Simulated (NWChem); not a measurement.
CH3F3Sn; SMILES [CH3][Sn]([F])([F])[F]

Program: NWChem. Structure relaxed at the PBE-D3(BJ)/def2-SVP level. def2 effective core potentials on Sn; no spin-orbit coupling. B3LYP is NWChem's, with the RPA form of VWN correlation. Field at 589 nm.

Q: Predict the results for B3LYP/def2-SVP (core potentials). Quantities: isotropic polarisability (bohr³); anisotropy (bohr³).

A: 
```yaml
isotropic polarisability (bohr³): 41.0
anisotropy (bohr³): 12.7
```
